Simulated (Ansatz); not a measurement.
`O=CCC(F)(F)F` + H₂O → `OCC(F)(F)F` + `C=O` at 600 K and 1 bar (formal hydrolysis of a C–C bond).

Computed with Ansatz on PBE0-D4/def2-TZVP structures; ΔE is electronic, products minus reactants. CBS: MP2 limit from def2 TZ/QZ plus the TZ coupled-cluster correction, frozen cores. This one scheme is used for every species. One conformer a species, not always the lowest.

```
       species  CCSD(T)/CBS energy (Eh)  H − E (kJ/mol)  S (J/(mol·K))
`O=CCC(F)(F)F`               -490.50329           222.1          438.5
           H₂O                -76.37941            76.8          212.8
  `OCC(F)(F)F`               -452.45922           205.2          399.9
         `C=O`               -114.39408            92.5          246.7
```

H − E and S are ideal-gas, rigid-rotor, harmonic terms from PBE0-D4/def2-TZVP, for one conformer and one mirror image of each species. 1 Eh = 2625.50 kJ/mol, R = 8.31446 J/(mol·K).

Q: By hand: ΔE, ΔH, ΔS and ΔG.

A: ΔE = (-452.45922) + (-114.39408) − (-490.50329) − (-76.37941) = 0.02940 Eh = 77.2 kJ/mol. Δ(H − E) = 205.2 + 92.5 − 222.1 − 76.8 = -1.2, so ΔH = 76.0 kJ/mol. ΔS = 399.9 + 246.7 − 438.5 − 212.8 = -4.7 J/(mol·K). ΔG = 76.0 − 600 × (-4.7)/1000 = 78.8 kJ/mol.

Q: By hand: the equilibrium constant, and the temperature at which ΔG would vanish if ΔH and ΔS stayed fixed.

A: log₁₀ K = −ΔG/(RT ln 10) = -6.9. ΔH and −TΔS have one sign here, so there is no such temperature.

The number of gas molecules stays the same, so ΔS is small and ΔH decides. A doubt of 5 kJ/mol in ΔE shifts log₁₀ K by 0.4 here. Other conformers and mirror images would add mixing entropy, several J/(mol·K) or more a flexible species. Modes under 60 cm⁻¹, often nearly free rotors, make the harmonic entropy too high. These are equilibria of isolated gas molecules and say nothing of rates. Largest T1 diagnostic: 0.015 (customary marks: 0.02 for closed shells, 0.045 for open ones).

ΔS is within the doubt of such terms, so its sign, and with it that verdict, could turn.
